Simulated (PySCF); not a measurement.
Removal energies of Cd(20+) from EOM-IP-GCCSD

Reference: closed-shell Cd(20+), [Ar] 3d10; one electron is removed. Calculated with PySCF 2.14, two-component X2C-1e with screened spin-orbit coupling, an uncontracted even-tempered set (19 s from 0.74 bohr⁻², ratio 2.6; 15 p from 0.96 bohr⁻², ratio 2.6; 10 d from 0.96 bohr⁻², ratio 2.6; 6 f from 0.99 bohr⁻², ratio 2.8); frozen [Ar]; the 100 highest virtual spinors dropped; of the others 70 kept and the rest restored at second order. No Breit or QED terms. Binding energies in eV.

```tsv
level	Koopmans	second order	EOM-CCSD
3d3/2	974.55	973.42	973.62
3d5/2	967.04	965.99	966.18
```

For comparison, the ionisation energy of Cd(20+) is 963 ± 4 eV (theoretical estimate listed by NIST; NIST Atomic Spectra Database, ionization energies).
